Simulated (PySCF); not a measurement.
NMR data simulated for an unnamed compound:

1H NMR (400 MHz, computed): δ 3.74 (s, 6H), 2.37 (br, 1H), 0.56 (m, 1H), 0.49 (m, 1H), 0.13 (m, 1H), 0.10 (m, 1H), -0.28 (m, 1H).

13C{1H} NMR (computed): δ 130.4 (C), 65.6 (CH3), 8.8 (CH2), 3.1 (CH2), 0.0 (CH).

- σ from GIAO-PBE/pcSseg-1
- geometry: PBE0-D3(BJ)/def2-SVP
- program: PySCF
- fast rotation and ring inversion assumed for equivalent nuclei, no relativistic terms, single conformer, gas phase

References, each an isolated molecule treated in the same way: 1H (31.20 ppm) and 13C (180.03 ppm) vs TMS.

Question: Which of these does the molecule contain: a three-membered ring, a carboxylic acid, an N-methyl group, a non-aromatic C=C double bond, a nitrile, a methoxy group?

Answer: 
- A three-membered ring: yes.
- A carboxylic acid: no.
- An N-methyl group: no.
- A non-aromatic C=C double bond: no.
- A nitrile: yes (δC 130.4).
- A methoxy group: yes (δC 65.6; δH 3.74 (s)).

The data belong to `C[O+](C)[B@H-](C#N)C1CC1`, C6H12BNO; they needn't prove each group on their own.

Carbon signals by region: 1 in the sp2 and nitrile region (100–160 ppm), 1 at 50–100 ppm, 3 below 50 ppm.

Hydrogens on boron are broadened and split by 11B (spin 3/2, 80 %) and 10B (spin 3). A carbon bonded to boron is broadened by the quadrupolar boron nucleus and is often missing from a measured spectrum. Shifts are as computed. Against solution values, carbons near 30 ppm lie about +2 ppm off and those near 130 ppm about +2 ppm. Of 1309 compounds with measured shifts, 239 miss one by over three times the rms of a fit or turn the order of signals round; such compounds aren't used in these exercises. Multiplicities follow the n + 1 count of equivalent neighbours, as no J values were calculated; m marks all less simple cases, F and P coupling included.
